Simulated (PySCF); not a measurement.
SeF₄, singlet: molecular constants

Computed with PySCF, PBE, basis Se def2-TZVP, F def2-TZVP (no relativity, density fitting).

The structure is a minimum.

Coordinates in bohr (charge 0 multiplicity 1):
```
Se    0.0000    0.0000   -0.5753
F     0.0000    3.4120   -0.3099
F     0.0000   -3.4120   -0.3099
F     2.5018    0.0000    1.5250
F    -2.5018    0.0000    1.5250
```

```json
{
 "Point group": "C2v",
 "Bond lengths": "Se–F 1.729 Å (×2), Se–F 1.811 Å (×2)",
 "Bond angles": "F–Se–F 87.1° (×4), F–Se–F 100.0°, F–Se–F 171.1°",
 "Entropy at 298.15 K and 1 bar": "318.7 J/(mol K)",
 "Lowest empty level": "-3.91 eV",
 "Zero-point energy": "23.1 kJ/mol",
 "Principal polarisabilities": "25.0, 29.5, 38.9 bohr³",
 "Rotational symmetry number": "2",
 "Heat capacity Cp at 298.15 K": "85.5 J/(mol K)",
 "Highest occupied level": "-8.74 eV",
 "Principal quadrupole moments (Buckingham, traceless) about the centre of mass": "-7.57, 2.67, 4.90 D Å",
 "Rotational constants": "0.169, 0.1073, 0.08851 cm⁻¹",
 "Dipole moment": "1.73 D",
 "Enthalpy at 298.15 K above 0 K": "17.57 kJ/mol",
 "Atomisation energy without zero-point energy": "1491 kJ/mol"
}
```

Harmonic modes (masses in u: Se 79.917, F 18.998):
```csv
symmetry,ω (cm⁻¹),IR (km/mol),μ (u),type
a1,151,1.1,19.06,bend
b2,211,11.0,22.28,bend
a1,323,20.6,24.32,bend
a2,328,0.0,19.00,bend
b1,364,7.5,20.55,bend
a1,537,2.7,19.03,stretch
b1,597,318,25.67,stretch
b2,667,107,22.82,stretch
a1,687,51.6,22.30,stretch
```

In C2v the vibrations span 4a1 + 2b2 + a2 + 2b1. The a2 mode carries no infrared intensity, as symmetry demands.

Charges (e):
```
atom  Mulliken  Löwdin  polar tensor  Mayer order to Se1
 Se1      1.00    0.68          2.27                   –
F2,3     -0.30   -0.23         -0.64                0.93
F4,5     -0.20   -0.11         -0.49                1.05
```

Mulliken populations on Se1: s 7.92, p 14.38, d 10.56, f 0.13.

Counting electrons, selenium keeps 2 of its valence electrons outside its bonds, so the VSEPR class is AX4E1 and the expected shape is see-saw (C2v), as computed.

The final relaxation and frequency run took 100 s on 4 threads of a shared Intel Xeon Platinum 8259CL @ 2.50GHz (Skylake/Cascade Lake) host, with 172 basis functions and 15 gradients; the process peaked at 1.8 GiB.
